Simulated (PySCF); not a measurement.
MoF3, SMILES [F][Mo]([F])[F] (connectivity only; charge and spin as stated), neutral, multiplicity 4. Atoms are numbered in the order given.

```xyz
4

Mo     0.0000     0.0000     0.0000
F      1.8625     0.0000     0.0000
F     -0.9313    -1.6130     0.0000
F     -0.9313     1.6130     0.0000
```
Charge 0, spin multiplicity 4.

The structure is a stationary point at B3LYP-D3(BJ)/def2-TZVP. The multiplicity is an assumed one; other spin states were not compared. The def2 effective core potentials stand for the cores of Mo; spin–orbit coupling is left out.

Level of theory: B3LYP-D3(BJ)/def2-TZVP (PySCF 2.14.0).

Frequencies are harmonic and unscaled.

Modes within 1.5 cm⁻¹ of each other (mostly degenerate sets) share a row, with their intensities summed.

| mode | ν (cm⁻¹) | IR (km/mol) | moving atoms (share of kinetic energy) |
|---|---|---|---|
| 1 | 147 | 18.0 | F 63 %, Mo 37 % |
| 2–3 | 165 | 15.8 | F 87 %, Mo 13 % |
| 4 | 663 | 0.0 | F 100 % |
| 5–6 | 694 | 403.6 | F 75 %, Mo 25 % |
